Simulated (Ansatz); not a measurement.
The same path of AlF3H3N + H3N (12 atoms, charge 0, multiplicity 1) was run twice with different band settings.

These are results of RKS revPBE-D4/def2-SVP (Ansatz 0.2.0), not measurements.

Relaxed end points:

```xyz
12
Properties=species:S:1:pos:R:3
Al -0.127 -1.660 0.475
N -1.125 -0.154 -0.363
F -0.069 -2.809 -0.764
F -1.059 -2.020 1.838
H 1.475 0.944 0.259
F 1.384 -0.941 0.831
H -0.478 0.705 -0.398
N 0.947 1.713 -0.192
H -1.970 0.087 0.172
H -1.426 -0.384 -1.320
H 1.500 2.017 -1.004
H 0.948 2.502 0.467
```

```xyz
12
Properties=species:S:1:pos:R:3
Al -0.125 -1.697 0.487
N -1.061 -0.120 -0.340
F -0.098 -2.791 -0.797
F -1.122 -2.042 1.804
H 1.506 0.939 0.277
F 1.370 -0.975 0.869
H -0.393 0.685 -0.354
N 1.354 1.881 -0.106
H -1.896 0.157 0.195
H -1.358 -0.313 -1.307
H 1.199 1.877 -1.117
H 0.625 2.399 0.389
```

Common settings: movable images 9; climbing image yes; spring 5.0 eV/Å²; optimiser quadratic models (default); force threshold 0.05 eV/Å; iteration limit 60; end points relaxed.

| run | start path |
| --- | --- |
| 1 | through a guess of the saddle point |
| 2 | straight line |

(1) What does each run give, and how far can it be trusted?

## Answers

(1) Run 1: converged after 47 iterations, highest image 0.469 eV above the first end. The top lies less than 8 meV above the higher end, about what the thresholds resolve: that end is a shoulder or a very shallow well. A vibrational analysis at the climbing image gives one clearly imaginary mode, 355i cm⁻¹: a first-order saddle point.
Run 2: converged after 6 iterations, highest image 0.469 eV above the first end. The top lies less than 8 meV above the higher end, about what the thresholds resolve: that end is a shoulder or a very shallow well. Another band between the same ends (9 images) ends at a top of the same energy, where a vibrational analysis finds 1 clearly imaginary mode.
